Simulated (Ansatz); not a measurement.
Mulliken charges of `N[Si](F)(F)Br` from PBE/def2-TZVPP in Ansatz (PBE0-D4/def2-TZVP geometry).

```json
{"atom": "N1", "x (Å)": "-0.809", "y (Å)": "0.371", "z (Å)": "0.590", "charge (e)": "-0.362"}
{"atom": "Si2", "x (Å)": "0.430", "y (Å)": "-0.314", "z (Å)": "-0.304", "charge (e)": "0.709"}
{"atom": "F3", "x (Å)": "0.975", "y (Å)": "-1.584", "z (Å)": "0.460", "charge (e)": "-0.254"}
{"atom": "F4", "x (Å)": "0.012", "y (Å)": "-0.855", "z (Å)": "-1.731", "charge (e)": "-0.247"}
{"atom": "Br5", "x (Å)": "2.018", "y (Å)": "1.154", "z (Å)": "-0.627", "charge (e)": "-0.179"}
{"atom": "H6", "x (Å)": "-1.509", "y (Å)": "-0.183", "z (Å)": "1.055", "charge (e)": "0.166"}
{"atom": "H7", "x (Å)": "-1.055", "y (Å)": "1.342", "z (Å)": "0.511", "charge (e)": "0.166"}
```

Problem. By hand: the dipole of these point charges (1 e Å = 4.8032 D).

Solution. Σ q r = (-0.440, 0.242, 0.254) e Å, of length 0.563 e Å = 2.70 D.

Problem. How does the dipole of the full density compare? (Best estimate.)

Solution. The calculation gave: (-0.422, 0.258, 0.241) e Å, 2.64 D; the point charges give 1.02 times that, at 3° from its direction.

Point charges leave out the atoms' own dipoles, such as those of lone pairs, and Mulliken's split depends on the basis, so the close match here is no proof of good charges.
